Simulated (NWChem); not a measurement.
Species: GaH₂S₂F; SMILES [SH][Ga]([F])[SH]

```xyz
6

Ga    -0.2367    -0.0107     0.0000
F     -1.9861     0.0513     0.0000
S      0.7990     1.9179     0.0000
H     -0.3708     2.5967     0.0000
S      0.6791    -1.9953     0.0000
H      1.9331    -1.4898     0.0000
```
Atoms are numbered in this order, from 1.

Program: NWChem. Pople sets run with spherical d functions. STO-3G and 3-21G are far too small for this property and stand as cheap habits. Coordinates come from a PBE0/def2-SVP optimisation. Vertical excitations in the gas phase; the lowest state need not have the same character in each row.

Question: Taking B3LYP/aug-cc-pVDZ, TDA as the yardstick, which of these has the fewest basis functions while keeping “lowest excitation, singlet (eV)” within 0.05 eV of it: B3LYP/def2-SVP, TDA; B3LYP/3-21G, TDA; B3LYP/6-31G*, TDA?

Answer: none of them.
```csv
level,basis functions,"lowest excitation, singlet (eV)",relative time (rough)
"B3LYP/3-21G, TDA",61,5.01,1
"B3LYP/6-31G*, TDA",86,4.93,4
"B3LYP/def2-SVP, TDA",92,5.10,3
"B3LYP/aug-cc-pVDZ, TDA",131,4.88,40
```

The yardstick is one finite set, not the basis-set limit.
